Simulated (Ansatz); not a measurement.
Cost and result for the atomization energy of C4H12ClInN2, SMILES `C[N](C)[In]([Cl])[N](C)C` (20 atoms, 19 bonds).

Z-matrix (Å, degrees):
```
C
N 1 1.440
H 1 1.100 2 110.8
H 1 1.101 2 112.2 3 119.7
H 1 1.092 2 111.1 3 -119.6
In 2 1.998 1 121.4 3 132.6
C 2 1.439 1 113.1 3 -60.6
Cl 6 2.338 2 114.1 1 -9.1
N 6 1.998 2 131.2 1 179.7
H 7 1.092 2 111.6 1 178.4
H 7 1.102 2 112.5 1 -60.6
H 7 1.100 2 110.8 1 59.1
C 9 1.441 6 121.3 2 -179.6
C 9 1.439 6 124.0 2 -15.0
H 13 1.101 9 112.2 6 107.0
H 13 1.100 9 110.7 6 -133.3
H 13 1.092 9 111.1 6 -13.7
H 14 1.102 9 112.5 6 -105.1
H 14 1.100 9 110.8 6 135.3
H 14 1.092 9 111.6 6 16.0
```

Total charge 0; spin multiplicity 1. Correlated methods include outer-core shells of In, which these sets cover unevenly. In takes the def2 core potential. Geometry: relaxed with PBE0-D4/def2-TZVP. It is one conformer, not always the lowest. Program: Ansatz. All runs use 4 threads of an AMD EPYC 7R13 on a shared host and a share of an NVIDIA H100 80 GB. Times are those of one run each, without the atoms' runs, and a repeat can differ threefold. Electronic energies, without spin–orbit coupling; frozen cores. CCSD(T)/CBS adds CCSD(T) − MP2 in def2-TZVPP to the MP2 limit, and its time is that of the two runs behind it. T1 = 0.014. With those shells the extrapolation isn't a true limit.

CCSD(T)/CBS is a level of theory with its own doubt, some kJ/mol a heavy atom from the limit and from the frozen cores, so smaller differences don't rank the functionals.

```json
{"level": "PBE-D4/def2-TZVPP (with forces)", "functions": "446", "wall time": "4 s", "atomization (kJ/mol)": "7324.8", "difference from CCSD(T)/CBS": "132.9", "per bond": "7.0"}
{"level": "LDA (SPW92)/def2-TZVPP", "functions": "446", "wall time": "4 s", "atomization (kJ/mol)": "8232.5", "difference from CCSD(T)/CBS": "1040.6", "per bond": "54.8"}
{"level": "r2SCAN-D4/def2-TZVPP (with forces)", "functions": "446", "wall time": "4.2 s", "atomization (kJ/mol)": "7168.7", "difference from CCSD(T)/CBS": "-23.2", "per bond": "-1.2"}
{"level": "BLYP-D4/def2-TZVPP", "functions": "446", "wall time": "4.5 s", "atomization (kJ/mol)": "7156.3", "difference from CCSD(T)/CBS": "-35.6", "per bond": "-1.9"}
{"level": "PBE-QIDH/def2-TZVPP", "functions": "446", "wall time": "4.7 s", "atomization (kJ/mol)": "7138.3", "difference from CCSD(T)/CBS": "-53.6", "per bond": "-2.8"}
{"level": "CCSD(T)/def2-SVP", "functions": "188", "wall time": "5.5 s", "atomization (kJ/mol)": "6806.9", "difference from CCSD(T)/CBS": "-385.0", "per bond": "-20.3"}
{"level": "CAM-B3LYP-D4/def2-TZVPP", "functions": "446", "wall time": "6 s", "atomization (kJ/mol)": "7211.6", "difference from CCSD(T)/CBS": "19.7", "per bond": "1.0"}
{"level": "ωB97M-V/def2-TZVPP (with forces)", "functions": "446", "wall time": "6.5 s", "atomization (kJ/mol)": "7198.1", "difference from CCSD(T)/CBS": "6.2", "per bond": "0.3"}
{"level": "B2PLYP/def2-TZVPP", "functions": "446", "wall time": "6.5 s", "atomization (kJ/mol)": "7089.3", "difference from CCSD(T)/CBS": "-102.6", "per bond": "-5.4"}
{"level": "ωB97X-V/def2-TZVPP", "functions": "446", "wall time": "7 s", "atomization (kJ/mol)": "7208.3", "difference from CCSD(T)/CBS": "16.4", "per bond": "0.9"}
{"level": "MP2/def2-QZVPP", "functions": "854", "wall time": "7.5 s", "atomization (kJ/mol)": "7194.9", "difference from CCSD(T)/CBS": "3.0", "per bond": "0.2"}
{"level": "CCSD(T)/def2-TZVPP", "functions": "446", "wall time": "36 s", "atomization (kJ/mol)": "6994.6", "difference from CCSD(T)/CBS": "-197.3", "per bond": "-10.4"}
{"level": "CCSD(T)/CBS(def2)", "functions": "–", "wall time": "44 s", "atomization (kJ/mol)": "7191.9", "difference from CCSD(T)/CBS": "0.0", "per bond": "0.0"}
```

From r2SCAN to r2SCAN0 (25 % exact exchange), in def2-TZVPP and without D4, the atomization energy moves by −97.1 kJ/mol: exact exchange takes away binding that semilocal exchange gives to molecules. The D4 term adds +78.0 kJ/mol with B3LYP and +42.1 kJ/mol with PBE0; it sums over pairs of atoms, weighted by their polarisabilities, and B3LYP, whose exchange is more repulsive, gets the larger term. In def2-TZVPP, CCSD(T) changes the Hartree–Fock value by +1875.6 kJ/mol (the triples alone add +111.3 kJ/mol) and MP2 by +1958.7 kJ/mol; breaking electron pairs costs correlation energy, which Hartree–Fock lacks.

B3LYP here is the variant with VWN-RPA as its local correlation; programs differ in this.

Spin–orbit coupling would lower the free In atoms strongly, and the atomization energy with them, by more than many differences here.
